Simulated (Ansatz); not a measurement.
The cluster Ag₃. Total charge 0; doublet. Geometry PBE-D4/def2-TZVP, basis def2-TZVP, Ansatz.

```xyz
3

Ag   -0.727   -0.996    1.136
Ag    0.951    0.955    0.523
Ag   -0.224    0.042   -1.659
```

```tsv
run	HOMO (eV)	LUMO (eV)
A	-4.16	-2.69
B	-3.91	-3.32
C	-4.87	-0.17
D	-5.71	-0.81
E	-3.79	-3.49
F	-3.69	-3.37
```

In the def2 sets Ag takes a core potential; there is no spin–orbit coupling. LC-ωPBE has ω = 0.4 bohr⁻¹. The structure comes from a short search, and lower isomers may exist.

HOMO and LUMO are taken over both spins.

The runs used HF, LC-ωPBE, PBE, PBE0, r2SCAN, revPBE. Estimate which is which.

A PBE0 (25 % exact exchange); B r2SCAN (0 % exact exchange); C HF (100 % exact exchange); D LC-ωPBE (range-separated); E PBE (0 % exact exchange); F revPBE (0 % exact exchange). Exact exchange lowers occupied and raises empty levels; among semilocal functionals meta-GGAs tend to open the gap a little, and such runs are hard to tell apart. The gap grows from 0.29 eV (PBE) to 4.90 eV (LC-ωPBE).
